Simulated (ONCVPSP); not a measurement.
What one change does to a pseudopotential (caesium (Cs), ONCV)

- Element: Cs (Z = 55)
- Generator: ONCVPSP 4.0.1
- Type: optimised norm-conserving Vanderbilt (ONCV)
- Functional: PBE
- Relativity: fully relativistic
- Frozen core: [Kr] 4d10
- Valence charge: 9
- Reference configuration: 5s2 5p6 6s1
- Partial waves: 5s+6s: rc 3.10 bohr, ncon 4, nbas 8, qcut 3.9 1/bohr, 2 projectors; 5p: rc 3.45 bohr, ncon 4, nbas 8, qcut 3.5 1/bohr, 2 projectors, debl 1.1 Ha; d scattering state at 0.25 Ha: rc 3.60 bohr, ncon 5, nbas 9, qcut 2.4 1/bohr, 3 projectors, debl 1.7 Ha
- Local potential: polynomial inside 2.60 bohr (lpopt 5, dvloc0 0 Ha)
- Core correction: Teter function, fcfact 2, rcfact 1.75

Open shells are filled in proportion to 2j + 1.

In the d channel the program set the typed energies aside and used 0.050, 1.750, 3.450 Ha (j = l + 1/2; the other j can differ).

Change: s: rc 4.46.

Cutoffs: the cutoffs (Ha) at which the residual kinetic energy of the hardest occupied pseudo-wave falls to 1 and 0.1 mHa per electron; they do not see the model core or the augmentation charge, which bear on the density cutoff. Errors are all-electron minus pseudo energies relative to the spin-unpolarised reference configuration.

Q: What does the change do?

A: The potential gets softer (4.2 Ha and 5.7 Ha → 4.1 Ha and 4.9 Ha); of the 4 tests that both files solve, the error grows in 1 and shrinks in 0 by more than 15 % and 0.3 meV (median size 1.9 → 2.1 meV); neither file shows a bound ghost. A larger radius leaves more room for a smooth pseudo-wave, so fewer plane waves are needed.

```tsv
quantity	base	changed
cutoff, loose	4.2 Ha	4.1 Ha
cutoff, tight	5.7 Ha	4.9 Ha
loose cutoff by channel	s 4.2 Ha, p 4.1 Ha	s 2.6 Ha, p 4.1 Ha
bound ghosts	none	none
GHOST(+) flags under 300 eV	none	none
error for 5s2 5p6 6s0, meV [ΔE 3.86 eV]	-2.3	-2.4
error for 5s2 5p6 6s0.5, meV [ΔE 1.47 eV]	-0.3	-0.3
error for 5s2 5p6 6s0 6p1, meV [ΔE 1.37 eV]	-1.5	-1.7
error for 5s1 5p6 6s1, meV [ΔE 31.65 eV]	-186	-356
p3/2: phases at 3.50 bohr within 0.05 rad from the reference energy up to (Ha; the scan ends near 5)	2.3	2.3
p1/2: phases at 3.50 bohr within 0.05 rad from the reference energy up to (Ha; the scan ends near 5)	2.5	2.5
d5/2: phases at 3.65 bohr within 0.05 rad from the reference energy up to (Ha; the scan ends near 5)	to the end of the scan	to the end of the scan
d3/2: phases at 3.65 bohr within 0.05 rad from the reference energy up to (Ha; the scan ends near 5)	to the end of the scan	to the end of the scan
rms error of d²Exc/dni dnj with the model core, mHa	1.68	2.11
```

Base: These tests converged, but a pseudo level misses the all-electron one widely, so the file describes the atom poorly there or has found another state: 5s2 5p6 6s0 6p1: empty 6s by 2.9 eV. Changed file: These tests converged, but a pseudo level misses the all-electron one widely, so the file describes the atom poorly there or has found another state: 5s2 5p6 6s0 6p1: empty 6s by 2.9 eV.
